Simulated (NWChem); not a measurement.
System meant: NbNHCl3; SMILES [NH]=[Nb]([Cl])([Cl])[Cl]

Here is an NWChem input.

```
start job
memory heap 200 mb stack 900 mb global 1100 mb
geometry units angstroms noautoz
  Nb     0.000000     0.000000    -0.203265
  N      0.000000     0.000000    -1.923136
  H      0.000000     0.000000    -2.940384
  Cl     1.275527    -1.786553     0.460377
  Cl     0.909436     1.997915     0.460377
  Cl    -2.184964    -0.211363     0.460377
end
basis spherical
  Nb library def2-svp
  N library def2-svp
  H library def2-svp
  Cl library def2-svp
end
dft
  xc pbe0
  iterations 150
  mulliken
end
task dft energy
```

End of the output:

```
             Northwest Computational Chemistry Package (NWChem) 7.3.0
             --------------------------------------------------------

 C3V symmetry detected

                             Geometry "geometry" -> ""
                             -------------------------

 Output coordinates in angstroms (scale by  1.889725989 to convert to a.u.)

  No.       Tag          Charge          X              Y              Z
 ---- ---------------- ---------- -------------- -------------- --------------
    1 Nb                  41.0000    -0.00000000    -0.00000000    -0.19069526
    2 N                    7.0000    -0.00000000    -0.00000000    -1.91056626
    3 H                    1.0000     0.00000000     0.00000000    -2.92781426
    4 Cl                  17.0000     1.55221460     1.55221460     0.47294674
    5 Cl                  17.0000    -2.12036457     0.56814997     0.47294674
    6 Cl                  17.0000     0.56814997    -2.12036457     0.47294674

 Effective nuclear repulsion energy (a.u.)     768.0099846483

      Symmetry information
      --------------------

 Group name             C3v
 Group number             17
 Group order               6
 No. of unique centers     4

                                 NWChem DFT Module
                                 -----------------

 Summary of "ao basis" -> "ao basis" (spherical)
 ------------------------------------------------------------------------------
       Tag                 Description            Shells   Functions and Types
 ---------------- ------------------------------  ------  ---------------------
 Nb                         def2-svp                11       31   5s3p2d1f
 N                          def2-svp                 6       14   3s2p1d
 H                          def2-svp                 3        5   2s1p
 Cl                         def2-svp                 8       18   4s3p1d

      Symmetry analysis of basis
      --------------------------

        a1         34
        a2          6
        e          64

  Rotation of axis

            General Information
            -------------------
          SCF calculation type: DFT
          Wavefunction type:  closed shell.
          No. of atoms     :     6
          No. of electrons :   100
           Alpha electrons :    50
            Beta electrons :    50
          Charge           :     0
          Spin multiplicity:     1
          Use of symmetry is: on ; symmetry adaption is: on
          Maximum number of iterations: 150
          AO basis - number of functions:   104
                     number of shells:    44
          Convergence on energy requested:  1.00D-06
          Convergence on density requested:  1.00D-05
          Convergence on gradient requested:  5.00D-04

              XC Information
              --------------
                         PBE0 Method XC Functional
                     Hartree-Fock (Exact) Exchange  0.250
          PerdewBurkeErnzerhof Exchange Functional  0.750
            Perdew 1991 LDA Correlation Functional  1.000 local
           PerdewBurkeErnz. Correlation Functional  1.000 non-local

             Grid Information
             ----------------
          Grid used for XC integration:  medium
          Radial quadrature: Mura-Knowles
          Angular quadrature: Lebedev.
          Tag              B.-S. Rad. Rad. Pts. Rad. Cut. Ang. Pts.
          ---              ---------- --------- --------- ---------
          Nb                  1.45      123           9.0       590
          N                   0.65       49           8.0       434
          H                   0.35       45          11.0       434
          Cl                  1.00       88          11.0       590
          Grid pruning is: on
          Number of quadrature shells:   305
          Spatial weights used:  Erf1

      Superposition of Atomic Density Guess
      -------------------------------------

 Sum of atomic energies:       -2157.22164995

      Non-variational initial energy
      ------------------------------

 Total energy =   -2164.782252
 1-e energy   =   -4472.030505
 2-e energy   =    1539.238268
 HOMO         =      -1.123536
 LUMO         =      -1.119843

      Symmetry analysis of molecular orbitals - initial
      -------------------------------------------------

  Numbering of irreducible representations:

     1 a1          2 a2          3 e

  Orbital symmetries:

     1 a1          2 e           3 e           4 a1          5 a1
     6 a1          7 a1          8 e           9 e          10 e
    11 e          12 a1         13 a1         14 e          15 e
    16 e          17 e          18 a1         19 e          20 e
    21 e          22 e          23 a1         24 e          25 e
    26 a2         27 a1         28 a1         29 e          30 e
    31 a1         32 e          33 e          34 a2         35 a1
    36 e          37 e          38 a1         39 a1         40 e
    41 e          42 a1         43 e          44 e          45 a1
    46 e          47 e          48 e          49 e          50 a1
    51 a2         52 e          53 e          54 a1         55 a1
    56 e          57 e          58 e          59 e          60 a1

     ---------------------------------------------
      Total Density - Mulliken Population Analysis
     ---------------------------------------------

    Atom       Charge   Shell Charges
 -----------   ------   -------------------------------------------------------
    1 Nb  41    48.12   2.00  2.02  2.07  1.81 -0.33  6.06  8.25 -0.10 10.40  1.64 14.30
    2 N    7     9.27   1.99  1.26  0.49  4.20  1.22  0.11
    3 H    1     0.29   0.22  0.04  0.03
    4 Cl  17    14.11   2.00  1.99  1.00  0.96  5.92  1.19  0.89  0.15
    5 Cl  17    14.11   2.00  1.99  1.00  0.96  5.92  1.19  0.89  0.15
    6 Cl  17    14.11   2.00  1.99  1.00  0.96  5.92  1.19  0.89  0.15

   convergence    iter        energy       DeltaE   RMS-Dens  Diis-err
 ---------------- ----- ----------------- --------- --------- ---------
 d= 0,ls=0.0,diis     1  -2191.6914515303 -2.96D+03  3.55D-01  5.03D+01
 d= 0,ls=0.0,diis     2  -2179.0717305163  1.26D+01  1.86D-01  9.33D+01
 d= 0,ls=0.0,diis     3  -2198.2706348820 -1.92D+01  1.36D-01  1.31D+01
 d= 0,ls=0.0,diis     4  -2197.0210178930  1.25D+00  1.14D-01  1.67D+01
 d= 0,ls=0.0,diis     5  -2199.8285682060 -2.81D+00  2.92D-02  1.68D+00
 d= 0,ls=0.0,diis     6  -2200.0492787189 -2.21D-01  8.99D-03  5.68D-02
  Resetting Diis
 d= 0,ls=0.0,diis     7  -2200.0490005599  2.78D-04  5.20D-03  6.16D-02
 d= 0,ls=0.0,diis     8  -2200.0573170904 -8.32D-03  2.77D-03  4.61D-04
 d= 0,ls=0.0,diis     9  -2200.0561267007  1.19D-03  1.84D-03  9.65D-03
 d= 0,ls=0.0,diis    10  -2200.0573894598 -1.26D-03  1.98D-04  2.78D-05
 d= 0,ls=0.0,diis    11  -2200.0573944198 -4.96D-06  9.57D-05  1.77D-06
 d= 0,ls=0.0,diis    12  -2200.0573947106 -2.91D-07  2.93D-05  3.68D-07
 d= 0,ls=0.0,diis    13  -2200.0573947629 -5.23D-08  9.75D-06  4.10D-08

[...]
```

**Question.** Find the fault in this run and fix the input.

**Answer.** The run ends normally but its numbers are meaningless: the def2 basis of a heavy element holds valence functions alone and wants its effective core potential (without it all electrons must fit into that basis). This input runs:
```
start job
memory heap 200 mb stack 900 mb global 1100 mb
geometry units angstroms noautoz
  Nb     0.000000     0.000000    -0.203265
  N      0.000000     0.000000    -1.923136
  H      0.000000     0.000000    -2.940384
  Cl     1.275527    -1.786553     0.460377
  Cl     0.909436     1.997915     0.460377
  Cl    -2.184964    -0.211363     0.460377
end
basis spherical
  Nb library def2-svp
  N library def2-svp
  H library def2-svp
  Cl library def2-svp
end
ecp
  Nb library def2-ecp
end
dft
  xc pbe0
  iterations 150
  mulliken
end
task dft energy
```
It converges to -1492.15877 Ha (PBE0/def2-SVP with def2 effective core potentials on Nb). The faulty run gave -2200.057 Ha, with all electrons squeezed into the valence basis.
